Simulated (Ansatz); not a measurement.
Relaxation of CH9NSeSi2 (14 atoms, charge 0, multiplicity 1), to a largest force component of 0.015 eV/Å in at most 40 steps.

The calculation used RKS PBE0-D4/def2-SVP (Ansatz).

```xyz
14
Properties=species:S:1:pos:R:3
N -1.305 2.152 1.460
C -0.991 1.080 0.583
Se -0.527 -0.454 1.662
Si -0.053 -1.751 -0.167
Si 1.749 -1.118 -1.208
H -0.494 2.519 1.957
H -1.611 2.997 0.839
H -1.817 0.829 -0.061
H -0.129 1.389 -0.024
H -1.262 -1.649 -1.065
H 0.011 -3.161 0.282
H 1.615 0.281 -1.648
H 2.822 -1.160 -0.262
H 1.980 -1.983 -2.320
```

Where does it end, and by what steps?

It converged. The force dipped under the threshold on the way, but the program's further checks kept it going. After 31 steps the energy has fallen by 0.619 eV; H6 moved furthest, 1.61 Å.

| step | energy less start (eV) | largest force component (eV/Å) | accepted |
| --- | --- | --- | --- |
| 0 | 0.0000 | 2.939 | yes |
| 2 | -0.5593 | 0.286 | yes |
| 4 | -0.5841 | 0.214 | yes |
| 6 | -0.5959 | 0.050 | yes |
| 8 | -0.5974 | 0.223 | yes |
| 10 | -0.5972 | 0.242 | no |
| 12 | -0.6004 | 0.141 | yes |
| 14 | -0.6024 | 0.060 | yes |
| 16 | -0.6029 | 0.243 | no |
| 18 | -0.6061 | 0.133 | yes |
| 20 | -0.6064 | 0.263 | no |
| 22 | -0.6128 | 0.100 | yes |
| 24 | -0.6163 | 0.153 | yes |
| 26 | -0.6184 | 0.030 | yes |
| 28 | -0.6189 | 0.015 | yes |
| 30 | -0.6191 | 0.008 | yes |
| 31 | -0.6192 | 0.011 | yes |

```xyz
14
Properties=species:S:1:pos:R:3
N -0.485 2.006 1.126
C -1.361 1.010 0.596
Se -1.125 -0.715 1.548
Si -0.213 -1.861 -0.200
Si 1.721 -0.730 -0.894
H 0.484 1.834 0.871
H -0.744 2.935 0.799
H -2.406 1.299 0.780
H -1.271 0.786 -0.486
H -1.170 -2.010 -1.342
H 0.126 -3.220 0.322
H 1.382 0.714 -1.114
H 2.753 -0.805 0.186
H 2.297 -1.273 -2.165
```

Whether the end is a true minimum wasn't checked by a vibrational analysis.

Time of the run: 64 s on 2 threads of AMD EPYC 9R45 96-Core Processor (Zen 5), on a shared host, peak memory 0.42 GiB.
